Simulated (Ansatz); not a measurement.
Consider the ligand exchange at the Si–O bond: `[AlH2][SiH2]O[SiH3]` + PH₃ → `[AlH2][SiH2]P` + `O[SiH3]`.

Computed with Ansatz on PBE0-D4/def2-TZVP structures; ΔE is electronic, products minus reactants. CCSD(T)/CBS adds triple-zeta CCSD(T) − MP2 to the extrapolated MP2 energy (def2 sets, frozen cores). This one scheme is used for every species. DFT in def2-TZVPP. B3LYP here is the variant with VWN-RPA as its local correlation; programs differ in this. One conformer a species, not always the lowest.

`[AlH2][SiH2]O[SiH3]`:

```xyz
11

Al    0.890   -1.169    2.383
Si   -0.160    0.440    0.842
O    -0.017   -0.065   -0.723
Si   -0.414    0.342   -2.256
H     1.606   -2.485    1.858
H     0.847   -0.876    3.946
H    -1.610    0.632    1.158
H     0.455    1.798    0.971
H     0.055   -0.737   -3.158
H     0.236    1.625   -2.635
H    -1.888    0.494   -2.385
```

PH₃:

```xyz
4

P    -0.527   -0.178    0.165
H     0.669   -0.604    0.801
H    -0.134    1.186    0.170
H    -0.007   -0.404   -1.136
```

`[AlH2][SiH2]P`:

Z-matrix (Å, degrees):
```
Si
P 1 2.268
Al 1 2.455 2 109.4
H 1 1.494 2 105.2 3 -117.5
H 1 1.491 2 112.2 3 126.6
H 2 1.421 1 95.3 3 -162.8
H 2 1.422 1 94.4 3 -69.1
H 3 1.589 1 121.4 2 128.5
H 3 1.588 1 119.3 2 -51.0
```

`O[SiH3]`:

Z-matrix (Å, degrees):
```
Si
O 1 1.648
H 1 1.489 2 111.7
H 1 1.489 2 111.7 3 120.9
H 1 1.481 2 105.9 3 -119.6
H 2 0.957 1 117.9 3 -60.5
```

Task: Is it downhill or uphill in electronic energy at CCSD(T)/CBS, and by how much? (Estimate.)

Result: The calculation gave: Uphill: ΔE = +16.4 kcal/mol.

Task: What do these levels give: r2SCAN-D4, PBE0-D4, ωB97M-V, r2SCAN, B3LYP, HF/def2-TZVPP, MP2/def2-TZVPP, CCSD/def2-TZVPP, CCSD(T)/def2-TZVPP, MP2/def2-QZVPP, HF/CBS(def2), CCSD/CBS(def2)? (An estimate is asked.)

Result: The calculation gave: r2SCAN-D4 15.1, PBE0-D4 13.2, ωB97M-V 17.0, r2SCAN 15.0, B3LYP 17.7, HF/def2-TZVPP 22.8, MP2/def2-TZVPP 16.8, CCSD/def2-TZVPP 18.0, CCSD(T)/def2-TZVPP 17.0, MP2/def2-QZVPP 16.6, HF/CBS(def2) 23.4, CCSD/CBS(def2) 17.5 kcal/mol.

Largest T1 diagnostic among the species: 0.014.

In def2-TZVPP, CCSD(T) changes the Hartree–Fock value by −5.8 kcal/mol (the triples alone add −1.1 kcal/mol) and MP2 by −6.0 kcal/mol. From PBE to PBE0 (25 % exact exchange), in def2-TZVPP and without D4, ΔE moves by +1.3 kcal/mol.
